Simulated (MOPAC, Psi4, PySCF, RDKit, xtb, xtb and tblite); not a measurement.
Two geometries of SMILES COC(=O)[SiH2]N (C2H7NO2Si), singlet, relaxed at GFN2-xTB with one dihedral held; other torsions can differ between them too.

Structure A

```
13

C     -2.6640    -0.0025     0.2913
O     -1.2813     0.0829     0.5497
C     -0.4205    -0.0081    -0.4906
O      0.6961    -0.4116    -0.2718
Si    -0.8088     0.8438    -2.1682
N      0.5953     0.4641    -3.0566
H     -3.1567     0.1091     1.2560
H     -2.9199    -0.9740    -0.1377
H     -3.0000     0.7904    -0.3832
H     -1.9726     0.2706    -2.8500
H     -1.0658     2.2576    -1.8492
H      1.4214     0.1818    -2.5518
H      0.8188     0.8932    -3.9374
```

Structure B

```
13

C     -2.6466     0.0062     0.2807
O     -1.2653     0.0313     0.5542
C     -0.4036    -0.0886    -0.4958
O      0.5649    -0.7939    -0.3644
Si    -0.4525     1.2147    -1.9072
N      0.8682     0.7113    -2.8617
H     -3.1480     0.3401     1.1880
H     -2.9662    -1.0121     0.0425
H     -2.9070     0.6706    -0.5485
H     -1.6580     1.1647    -2.7389
H     -0.3771     2.5127    -1.2200
H      1.5830     0.1422    -2.4352
H      1.2307     1.2618    -3.6206
```

Question: Which is lower in energy at the level DF-MP2 (frozen core)/cc-pVTZ // GFN2-xTB (Psi4), and by how much?

Answer: A is lower, by 10.97 kJ/mol (dihedral C1–O2–C3–Si5: 40° in A, 60° in B).

E(B) − E(A) in kJ/mol at the other levels, on the same two geometries: GFN2-xTB (xtb and tblite) 12.45; MMFF94 // GFN2-xTB (RDKit) 8.66; B3LYP/def2-TZVP // GFN2-xTB (Psi4) 10.31; B3LYP-D3(BJ)/def2-TZVP // GFN2-xTB (Psi4) 11.03; PBE/def2-TZVP // GFN2-xTB (Psi4) 11.19; PBE-D3(BJ)/def2-TZVP // GFN2-xTB (Psi4) 11.57; HF/cc-pVTZ // GFN2-xTB (Psi4) 9.62; UFF // GFN2-xTB (RDKit) 11.26; AM1, restricted, heats of formation // GFN2-xTB (MOPAC) 2.89; PM7, restricted, heats of formation // GFN2-xTB (MOPAC) 2.24; GFN1-xTB // GFN2-xTB (xtb) 9.13; restricted B3LYP/6-31G*, spherical d, density fitting // GFN2-xTB (PySCF) 9.90; restricted MP2 (frozen core)/3-21G // GFN2-xTB (PySCF) 7.79; restricted Hartree-Fock/LANL2DZ, with its core potentials past Ne // GFN2-xTB (PySCF) 8.55; restricted B3LYP/LANL2DZ, with its core potentials past Ne // GFN2-xTB (PySCF) 10.37.
